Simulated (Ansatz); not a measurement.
Rb₄Br₃⁺. Charge 1, multiplicity 1. Geometry PBE-D4/def2-SVP; atoms count from 1.

| atom | x (Å) | y (Å) | z (Å) |
| --- | --- | --- | --- |
| Rb1 | -6.931 | -4.465 | -4.790 |
| Rb2 | 6.825 | 4.598 | 4.820 |
| Rb3 | -2.228 | -1.619 | -1.612 |
| Rb4 | 2.310 | 1.521 | 1.587 |
| Br5 | -4.639 | -3.094 | -3.228 |
| Br6 | 4.618 | 3.092 | 3.258 |
| Br7 | 0.046 | -0.033 | -0.035 |

In the def2 sets Rb takes a core potential; there is no spin–orbit coupling. Another isomer (singlet) lies 0.98 eV lower at PBE0-D4/def2-TZVP; other spin states weren't run for this one.

Q: Estimate the Mulliken populations from the PBE0/def2-TZVP orbitals of Ansatz.

A: 
```tsv
atom	charge (e)
Rb1	0.87
Rb2	0.87
Rb3	0.81
Rb4	0.81
Br5	-0.79
Br6	-0.79
Br7	-0.79
```
Mulliken values and Mayer orders depend strongly on the basis.
